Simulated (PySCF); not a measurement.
C3H3N2, doublet, at a GFN2-xTB geometry. Base run: M062X/6-311G** (PySCF).

Here is a job for PySCF.
```python
from pyscf import gto, scf, dft

mol = gto.Mole()
mol.atom = '''
    C     0.503570   -1.039400    0.081409
    N    -0.772129   -0.959071    0.120136
    C    -1.061276    0.376008    0.002550
    C     0.102104    1.082099   -0.107553
    N     1.116120    0.146190   -0.054655
    H    -2.076283    0.717943    0.006684
    H     0.297865    2.129539   -0.215189
    H     2.104092    0.330448   -0.108298
'''
mol.basis = '6-311g**'
mol.charge = 0
mol.spin = 1
mol.verbose = 3
mol.build()

mf = dft.UKS(mol)
mf.xc = 'm062x'
mf.kernel()
mf.analyze()
```

Each row names what was changed in the base input (with any setting that the change needs).

| change | ΔE vs base (µEh) | fitting functions | dipole (D) |
|---|---|---|---|
| base | 0.0 | - | 3.72 |
| auxbasis = cc-pvqz-jkfit | 5.9 | 683 | 3.72 |
| exchange = seminumerical (SGX) (with mf = sgx.sgx_fit(mf, auxbasis='def2-universal-jfit'); with mf.with_df.dfj = True) | -196 | 278 | 3.72 |
| auxbasis = even-tempered beta=2.0 | 29.4 | 752 | 3.72 |
| auxbasis = cc-pvdz-jkfit | 230 | 419 | 3.72 |
| auxbasis = def2-universal-jfit | 2246 | 278 | 3.72 |
| auxbasis = cc-pvtz-ri | -163 | 495 | 3.72 |
| auxbasis = def2-universal-jkfit | 34.9 | 433 | 3.72 |
| auxbasis = def2-svp-ri | -7270 | 282 | 3.72 |
| auxbasis = autoaux | 152 | 710 | 3.72 |

A fitting set is made for a task (jfit for Coulomb, jkfit for Coulomb and exchange, ri for correlation) and for a family of orbital bases.

Open shells are given as the SCF converged; they aren't shown to be the lowest states, and a large step between rows can be another state.
